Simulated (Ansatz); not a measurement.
Total energies of CuSe₅ (the lowest doublet isomer of a short search) from Ansatz at PBE-D4/def2-TZVPD, gas phase (1 Eh = 27.2114 eV = 2625.5 kJ/mol). The reference geometry is relaxed at PBE-D4/def2-SVP.

| atom | x (Å) | y (Å) | z (Å) |
| --- | --- | --- | --- |
| Cu1 | 0.307 | -0.370 | -1.469 |
| Se2 | 1.486 | 0.943 | 1.304 |
| Se3 | -1.957 | -0.453 | -1.523 |
| Se4 | -0.104 | -0.742 | 1.785 |
| Se5 | 2.320 | 0.482 | -0.872 |
| Se6 | -2.053 | 0.141 | 0.774 |

| state | geometry | energy (Eh) |
| --- | --- | --- |
| charge 0 doublet | reference | -13646.45041 |
| charge -1 singlet | reference | -13646.55241 |
| free Cu atom (doublet) | – | -1640.24452 |
| free Se atom (triplet) | – | -2401.12538 |

Question: Work out the vertical electron affinity, to the singlet.

Answer: E(charge 0 doublet) − E(charge -1 singlet) = -13646.45041 − (-13646.55241) = 0.10200 Eh = 2.78 eV.

Question: What is the binding energy per atom against free atoms?

Answer: Atoms: 1 × (-1640.24452) + 5 × (-2401.12538) = -13645.87142 Eh. Binding: -13645.87142 − (-13646.45041) = 0.57899 Eh = 15.76 eV, or 2.63 eV for each of 6 atoms (no zero-point energy, no counterpoise term).

The structure comes from a short search, and lower isomers may exist.
